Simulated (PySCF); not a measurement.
**Computed vibrations of Y(SH)3**

Y(SH)3 (singlet). PySCF 2.14.0, RKS PBE0, Y def2-SVP with ECP28, S def2-SVP, H def2-SVP; non-relativistic Hamiltonian with scalar-relativistic core potentials where named; density fitting; no spin-orbit coupling. Central differences of gradients.

```xyz
7

Y     0.0000    0.0000   -0.3584
S     2.4741    0.0000    0.2812
H     2.2604    0.0000    1.6168
S    -1.2370    2.1426    0.2812
H    -1.1302    1.9575    1.6168
S    -1.2370   -2.1426    0.2812
H    -1.1302   -1.9575    1.6168
```

Run from Python with OMP_NUM_THREADS=2. Where DIIS fails, smearing, a level shift and second-order steps follow.
It took 3.2 min on 2 threads of Arm Neoverse V1, with other jobs on the host.

Question: What are the harmonic wavenumbers and infrared intensities?

Answer: Negative numbers are unstable modes, those under 60 cm⁻¹ near the noise; a finer grid moves soft modes by up to 10 cm⁻¹.
```csv
cm⁻¹,km/mol,symmetry
-289,–,
-233,–,
-225,–,
53,27.3,
90,4.8,
91,5.2,
303,0.4,
304,0.6,
318,8.1,
350,22.1,
355,112.4,
355,112.4,
2704,2.5,
2704,2.4,
2706,0.1,
```

Question: Is this a minimum?

Answer: No: 3 unstable; the lowest moves the atoms so:
```
Y    0.00  0.00  0.00
S    0.00  0.01  0.00
H    0.00 -0.51  0.00
S   -0.01 -0.01  0.00
H    0.52  0.31  0.00
S    0.01 -0.01  0.00
H   -0.52  0.31  0.00
```
